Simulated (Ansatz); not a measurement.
Relaxation of B₆Os⁻ with UKS PBE-D4/def2-SVPD.

```sh
$ ansatz run in.yaml --threads 4 --pin off --events-out ev --progress --plain --max-ram 4787MiB
```

```yaml
crystal:
  periodic: [false, false, false]
  atoms:
    - {symbol: Os, position_ang: [-0.616720, -0.489390, 1.265050]}
    - {symbol: B, position_ang: [1.258440, -0.501660, -0.179670]}
    - {symbol: B, position_ang: [0.000110, -0.962520, -0.968230]}
    - {symbol: B, position_ang: [0.420360, 1.296250, 0.106550]}
    - {symbol: B, position_ang: [1.299860, 0.427690, 1.119660]}
    - {symbol: B, position_ang: [-0.835730, 0.835330, -0.685750]}
    - {symbol: B, position_ang: [-1.526330, -0.605690, -0.657610]}
basis:
  gaussian: {orbitals: def2-SVPD}
total_charge: -1
magnetization: {spin_polarized: true, initial_magnetization: 1}
hamiltonian: {xc: pbe, dispersion: d4}
scf: {lower_state_search: "off"}
output: {orbitals: {seedname: orbitals}}
relax: {f_tol: 0.02, max_steps: 100}
```

Run time 87 s (4 threads of Intel Xeon on a shared host).

Positions (Å) and forces (eV/Å) at steps 1, 2, 3, 4, 5, 6, 7, 8, 9, 10, 11, 12 of 12:

```xyz
7
step=1 energy=-6513.0957 eV
Os   -0.617   -0.489    1.265    1.319    1.052   -2.712
B     1.258   -0.502   -0.180    0.592    0.574    1.068
B     0.000   -0.963   -0.968   -1.509   -0.380   -0.473
B     0.420    1.296    0.107    1.222    0.140    1.067
B     1.300    0.428    1.120    0.092    0.038    0.968
B    -0.836    0.835   -0.686   -0.991   -0.885   -0.264
B    -1.526   -0.606   -0.658   -0.725   -0.539    0.347
7
step=2 energy=-6513.5854 eV
Os   -0.553   -0.438    1.135   -0.107   -0.083    0.219
B     1.243   -0.487   -0.141    0.727    0.138    0.396
B    -0.043   -0.979   -0.965   -0.725   -0.546   -0.543
B     0.442    1.295    0.148    0.709    0.525    0.574
B     1.348    0.449    1.170    0.164    0.141   -0.028
B    -0.849    0.798   -0.666   -0.721   -0.126   -0.413
B    -1.587   -0.638   -0.681   -0.047   -0.049   -0.204
7
step=3 energy=-6513.6433 eV
Os   -0.549   -0.434    1.126   -0.024   -0.019    0.049
B     1.251   -0.485   -0.134    0.160   -0.074    0.096
B    -0.063   -1.010   -0.973   -0.089   -0.207   -0.100
B     0.452    1.318    0.176    0.072    0.191    0.133
B     1.369    0.460    1.174    0.011    0.016   -0.092
B    -0.859    0.795   -0.669   -0.193    0.051   -0.029
B    -1.601   -0.643   -0.700    0.063    0.042   -0.056
7
step=4 energy=-6513.6524 eV
Os   -0.546   -0.432    1.120    0.032    0.026   -0.067
B     1.255   -0.496   -0.129    0.022   -0.076    0.034
B    -0.066   -1.031   -0.973    0.047   -0.030    0.038
B     0.448    1.333    0.190   -0.066    0.014    0.001
B     1.377    0.465    1.167   -0.028   -0.027   -0.058
B    -0.868    0.802   -0.664   -0.059    0.048    0.041
B    -1.599   -0.641   -0.711    0.051    0.046    0.010
7
step=5 energy=-6513.6569 eV
Os   -0.543   -0.430    1.114    0.130    0.102   -0.266
B     1.261   -0.511   -0.121   -0.031   -0.042    0.032
B    -0.063   -1.039   -0.971    0.037    0.056    0.139
B     0.442    1.339    0.193   -0.106   -0.111    0.004
B     1.380    0.467    1.159   -0.050   -0.044   -0.019
B    -0.882    0.811   -0.656   -0.013    0.006    0.060
B    -1.595   -0.637   -0.718    0.034    0.031    0.051
7
step=6 energy=-6513.5776 eV rejected
Os   -0.506   -0.400    1.037   -0.261   -0.212    0.536
B     1.317   -0.639   -0.049   -0.124    0.229   -0.382
B    -0.037   -1.103   -0.938    0.017    0.241    0.023
B     0.385    1.377    0.226    0.043   -0.184   -0.139
B     1.409    0.482    1.094   -0.067    0.044    0.105
B    -1.004    0.887   -0.593    0.413   -0.007   -0.208
B    -1.564   -0.605   -0.776   -0.021   -0.111    0.065
7
step=7 energy=-6513.6639 eV
Os   -0.538   -0.426    1.103    0.190    0.150   -0.389
B     1.270   -0.528   -0.113   -0.049    0.005    0.051
B    -0.058   -1.045   -0.964   -0.009    0.102    0.175
B     0.432    1.341    0.196   -0.089   -0.179    0.027
B     1.382    0.467    1.150   -0.040   -0.040    0.023
B    -0.898    0.822   -0.650   -0.002   -0.047    0.054
B    -1.590   -0.632   -0.723   -0.001    0.008    0.060
7
step=8 energy=-6513.6031 eV rejected
Os   -0.504   -0.399    1.033   -0.554   -0.440    1.137
B     1.314   -0.606   -0.073    0.129    0.163   -0.253
B    -0.041   -1.074   -0.926   -0.012    0.025   -0.346
B     0.386    1.348    0.217    0.260    0.175   -0.160
B     1.391    0.467    1.113    0.275    0.165    0.140
B    -0.976    0.873   -0.619    0.138    0.043   -0.292
B    -1.570   -0.609   -0.746   -0.235   -0.132   -0.226
7
step=9 energy=-6513.6669 eV
Os   -0.521   -0.412    1.068   -0.234   -0.187    0.493
B     1.288   -0.542   -0.098    0.124    0.024   -0.041
B    -0.056   -1.032   -0.945    0.005   -0.041   -0.125
B     0.421    1.321    0.196    0.076    0.101   -0.034
B     1.388    0.465    1.153    0.097    0.037   -0.056
B    -0.924    0.830   -0.648   -0.046    0.040   -0.118
B    -1.596   -0.629   -0.725   -0.022    0.026   -0.120
7
step=10 energy=-6513.6690 eV
Os   -0.526   -0.416    1.078   -0.104   -0.080    0.205
B     1.284   -0.540   -0.099    0.198    0.076    0.073
B    -0.053   -1.029   -0.940   -0.185   -0.043   -0.152
B     0.418    1.315    0.193    0.200    0.085    0.089
B     1.399    0.469    1.150   -0.105   -0.025   -0.107
B    -0.922    0.830   -0.644   -0.156   -0.068   -0.157
B    -1.601   -0.628   -0.738    0.151    0.055    0.049
7
step=11 energy=-6513.6719 eV
Os   -0.530   -0.419    1.087    0.043    0.033   -0.080
B     1.288   -0.536   -0.099   -0.093   -0.086   -0.112
B    -0.059   -1.031   -0.948    0.150    0.021    0.066
B     0.426    1.320    0.195   -0.136   -0.014   -0.079
B     1.393    0.467    1.148   -0.015   -0.009    0.090
B    -0.923    0.825   -0.651    0.124    0.109    0.062
B    -1.596   -0.627   -0.733   -0.071   -0.054    0.054
7
step=12 energy=-6513.6734 eV
Os   -0.529   -0.419    1.085   -0.003   -0.003    0.011
B     1.286   -0.536   -0.102    0.011   -0.011   -0.008
B    -0.056   -1.030   -0.947    0.010   -0.002    0.001
B     0.424    1.321    0.193   -0.009    0.004   -0.005
B     1.390    0.465    1.150   -0.003   -0.003    0.002
B    -0.918    0.827   -0.651   -0.003    0.016   -0.006
B    -1.596   -0.628   -0.728   -0.003    0.000    0.004
```

In the def2 sets Os takes a core potential; there is no spin–orbit coupling. The highest occupied level of the charge -1 doublet lies above zero (up to 0.10 eV). The electron is either unbound and held by the finite basis, or the level is raised by self-interaction error. Another isomer (doublet) lies 0.37 eV lower at PBE0-D4/def2-TZVPD; other spin states weren't run for this one.
